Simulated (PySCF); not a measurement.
# One molecule, several mistakes: ClGeH7Si2

These are calculations, not measurements. They come from PySCF 2.14.0, an open-source quantum chemistry program, on an isolated molecule that a program drew, which may never have been made. The molecule is ClGeH7Si2 (charge 0, singlet), drawn as the SMILES string `[SiH3][SiH2][GeH2][Cl]`.

Each row is a Hartree-Fock (HF) and frozen-core CCSD(T) single point in the cc-pV(D+d)Z basis, meant for a local HF minimum. Run 1 is clean. Each other run has one planted mistake out of seven kinds, and not every kind appears here: one electron removed, one electron added, multiplicity raised by two, geometry at a saddle point, minimal basis STO-3G, one bond length entered in bohr, all coordinates scaled. The reference is restricted for singlets and unrestricted otherwise, and also for a bond in bohr. Adding or removing an electron swaps singlet and doublet. Electrons count all cores. HOMO and LUMO are orbital energies over both spins, the gradient is its largest component, and the lowest frequency (negative if imaginary) is given only where the gradient is small. Bond lengths are over the 10 bonds as drawn. T1 is the CCSD diagnostic: over 0.02 (restricted) or 0.045 (unrestricted) a single reference is doubtful. Germanium has the cc-pVDZ-PP basis, with a core potential (ECP10MDF) in place of its 10 inner electrons, and its 3s, 3p and 3d shells are frozen in CCSD(T).

Geometry of the clean run:
```xyz
11
ClGeH7Si2, angstrom
Si   -0.9137   -1.8549    0.6653
Si    1.3814   -1.2973    0.8367
Ge    1.7210    1.0805    0.7042
Cl    0.3432    2.0030    2.1439
H    -1.0541   -3.3270    0.5660
H    -1.6443   -1.3707    1.8564
H    -1.4820   -1.2321   -0.5531
H     2.1521   -1.9146   -0.2726
H     1.9477   -1.7656    2.1240
H     1.3522    1.6834   -0.6504
H     3.1155    1.5465    1.1178
```

| run | electrons | basis functions | <S^2> | HOMO (eV) | LUMO (eV) | gradient (hartree/bohr) | lowest frequency (cm^-1) | mean bond (Å) | longest bond (Å) | T1 | HF (hartree) | CCSD(T) (hartree) | mistake |
|---|---|---|---|---|---|---|---|---|---|---|---|---|---|
| 1 | 84 | 127 | 0.000 | -10.53 | 2.54 | 2.0e-05 | 27 | 1.7435 | 2.406 | 0.0119 | -1334.87133 | -1335.39665 | no fault |
| 2 | 84 | 127 | 0.829 | -9.14 | 0.76 | 1.1e-02 | - | 1.8753 | 2.801 | 0.0398 | -1334.76203 | -1335.27665 | one bond length entered in bohr |
| 3 | 84 | 127 | 2.018 | -4.37 | -2.82 | 3.4e-02 | - | 1.7435 | 2.406 | 0.0354 | -1334.65068 | -1335.18265 | multiplicity raised by two |
| 4 | 84 | 127 | 0.000 | -10.35 | 1.76 | 3.5e-02 | - | 1.8760 | 2.588 | 0.0129 | -1334.82527 | -1335.35725 | ? |
| 5 | 83 | 127 | 0.784 | -15.92 | -8.53 | 7.8e-02 | - | 1.7435 | 2.406 | 0.0344 | -1334.52022 | -1335.03622 | ? |

**Which mistake was planted in run 4, and what did it cost?**

The mean and the longest bond both change by the same factor, 1.076, and the gradient is no longer small. So the mistake is: all coordinates scaled. Subtracting run 1 and multiplying by 627.51 kcal/mol a hartree, the energy moved by 28.9 kcal/mol in HF and 24.7 kcal/mol in CCSD(T).

**Which mistake was planted in run 5, and what did it cost?**

It counts 83 electrons, one fewer than the clean run, at the same geometry and basis. So the mistake is: one electron removed. Subtracting run 1 and multiplying by 627.51 kcal/mol a hartree, the energy moved by 220.3 kcal/mol in HF and 226.2 kcal/mol in CCSD(T).

